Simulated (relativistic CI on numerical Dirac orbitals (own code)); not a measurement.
## Line list: Electric-dipole lines, Nd²⁴⁺

Computed by Dirac-Coulomb-Breit CI, KLI orbitals optimised for each configuration, a model potential for QED, unscaled Slater integrals (own radial code, finite nucleus).

Configuration list (outside the closed core [Ar] 3d10): 4s2.4p6, 4s2.4p5.4d, 4s.4p6.4d, 4s2.4p5.4f, 4s.4p6.4f, 4s2.4p5.5s, 4s2.4p5.5p, 4p6.4d.4f, 4s.4p6.5s, 4s2.4p5.5d, 4s.4p6.5p, 4s2.4p5.5f, 4s2.4p5.5g, 4s.4p6.5d, 4s2.4p5.6s, 4s2.4p5.6p, 4p6.4f.5s, 4s.4p6.5f, 4s2.4p5.6d, 4s.4p6.5g, 4s2.4p5.6f, 4p6.4d2, 4p5.4d3, 4p5.4d2.4f, 4p5.4d2.5s, 4p5.4d2.5p, 4p6.4f2, 4p5.4d.4f2, 4p5.4f3, 4p5.4f2.5s, 4p5.4f2.5p, 4p6.4d.5s, 4p5.4d.4f.5s, 4p5.4d.5s2, 4p5.4d.5s.5p. Double excitations out of closed p, d and f shells are left out; levels of such configurations are missing from the list, as are those of other unlisted configurations, and high levels can miss mixing partners. These lack a partner that the ground configuration has and come out too high: 4s2.4p5.5d, 4s2.4p5.5f, 4s2.4p5.5g, 4s2.4p5.6s, 4s2.4p5.6p.

| λ vac (Å) | Lower | Upper | A (s⁻¹) | log gf | S velocity/length |
| --- | --- | --- | --- | --- | --- |
| 45.627 | 4s2.4p5.4f 3G_3 [26] | 4s2.4p5.5g 3H°_4 [150] | 2.45e+12 | 0.84 | 1.00 |
| 45.665 | 4s.4p6.4f 3F°_4 [34] | 4s.4p6.5g 3G_5 [273] | 2.50e+12 | 0.94 | 0.98 |
| 45.735 | 4s2.4p5.4f 3G_5 [18] | 4s2.4p5.5g 3H°_6 [88] | 2.51e+12 | 1.01 | 1.02 |
| 45.775 | 4s2.4p5.4f 3G_4 [19] | 4s2.4p5.5g 3H°_5 [90] | 2.36e+12 | 0.91 | 1.02 |
| 45.905 | 4s2.4p5.4f 3F_3 [22] | 4s2.4p5.5g 1G°_4 [92] | 2.06e+12 | 0.77 | 1.00 |
| 45.937 | 4s2.4p5.4f 1G_4 [27] | 4s2.4p5.5g 3H°_5 [154] | 2.51e+12 | 0.94 | 1.00 |
| 45.988 | 4s2.4p5.4f 3D_3 [28] | 4s2.4p5.5g 3F°_4 [151] | 2.49e+12 | 0.85 | 0.96 |
| 46.180 | 4s2.4p5.4f 3F_4 [24] | 4s2.4p5.5g 3G°_5 [93] | 2.33e+12 | 0.91 | 1.00 |
| 46.195 | 4s2.4p5.4f 3D_3 [23] | 4s2.4p5.5g 3F°_4 [91] | 1.98e+12 | 0.76 | 0.97 |
| 79.317 | 4p6.4d2 3F_4 [55] | 4p5.4d3 3F°_4 [244] | 1.41e+12 | 1.08 | 0.75 |
| 79.675 | 4p6.4d2 1G_4 [62] | 4p5.4d3 1G°_4 [255] | 1.61e+12 | 1.14 | 0.70 |
| 80.123 | 4p6.4d2 1G_4 [62] | 4p5.4d3 3G°_5 [253] | 1.34e+12 | 1.15 | 0.84 |
| 80.578 | 4s2.4p6 1S_0 [1] | 4s2.4p5.4d 1P°_1 [13] | 1.46e+12 | 0.63 | 0.67 |
| 82.008 | 4p6.4d2 3F_4 [55] | 4p6.4d.4f 1H°_5 [240] | 1.22e+12 | 1.13 | 0.87 |
| 82.015 | 4p6.4d2 3F_3 [50] | 4p6.4d.4f 3G°_4 [232] | 1.18e+12 | 1.03 | 0.85 |
| 92.244 | 4s2.4p5.4d 3F°_3 [4] | 4s2.4p5.4f 3G_4 [19] | 2.84e+11 | 0.51 | 1.01 |
| 93.315 | 4s2.4p5.4d 1D°_2 [7] | 4s2.4p5.4f 3D_3 [23] | 2.78e+11 | 0.41 | 0.81 |
| 94.947 | 4s2.4p5.4d 3F°_4 [6] | 4s2.4p5.4f 3G_5 [18] | 2.82e+11 | 0.62 | 1.02 |
| 95.582 | 4s2.4p5.4d 1F°_3 [12] | 4s2.4p5.4f 1G_4 [27] | 2.87e+11 | 0.55 | 0.96 |
| 95.668 | 4s2.4p5.4d 3D°_3 [8] | 4s2.4p5.4f 3F_4 [24] | 2.67e+11 | 0.52 | 0.93 |

Terms are leading LS components. Brackets give the number of a level in order of energy, since labels repeat. The list gives strong lines, with weight on those to low levels, among the lowest 400 of 2891 levels, so that lines to higher ones, which can be the strongest, are missing. Levels whose partners in the same complex of configurations lie outside the list can be far off, and so can their lines. Rates are taken at the computed energies, electric ones in the length gauge. A velocity-to-length ratio far from 1 marks an uncertain rate.

At this charge energies of transitions that change n are usually good to better than 1 %, and those within a shell (Δn = 0) to a few per cent.

LS names give the leading component of a level, which can be under half, so a name can repeat, a term be missing and a line seem to break the LS rules.
